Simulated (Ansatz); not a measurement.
Reaction (formal exchange of groups at the Si–Cl bond): `Cl[SiH2]N[SiH2]Cl` + CH₄ → `C[SiH2]N[SiH2]Cl` + HCl

Gas-phase electronic energies from Ansatz, PBE0-D4/def2-TZVP geometries. CCSD(T)/CBS adds triple-zeta CCSD(T) − MP2 to the extrapolated MP2 energy (def2 sets, frozen cores). This one scheme is used for every species. DFT in def2-TZVPP. HSE06 is defined as in plane-wave codes. One conformer a species, not always the lowest.

Is it downhill or uphill in electronic energy at CCSD(T)/CBS, and by how much? (Estimate.)

Ansatz gave: Uphill: ΔE = +26.1 kcal/mol.

What do these levels give: LDA (SPW92), r2SCAN-D4, PBE0-D4, HSE06, CCSD(T)/def2-SVP, CCSD/def2-TZVPP? (Estimate.)

Computed: LDA (SPW92) 24.3, r2SCAN-D4 26.7, PBE0-D4 25.8, HSE06 26.1, CCSD(T)/def2-SVP 25.2, CCSD/def2-TZVPP 25.4 kcal/mol.

Largest T1 diagnostic among the species: 0.010.

In def2-TZVPP, CCSD(T) changes the Hartree–Fock value by −3.3 kcal/mol (the triples alone add −0.1 kcal/mol) and MP2 by −2.1 kcal/mol. Leaving LDA and LC-ωPBE aside and taking each functional with its dispersion term where it has one, the values, not all of them listed here, spread over 2.1 kcal/mol, from revPBE-D4 to BHLYP-D4. LDA lies −1.4 kcal/mol from PBE without D4. From BLYP to BHLYP (50 % exact exchange), in def2-TZVPP and without D4, ΔE moves by +0.7 kcal/mol.
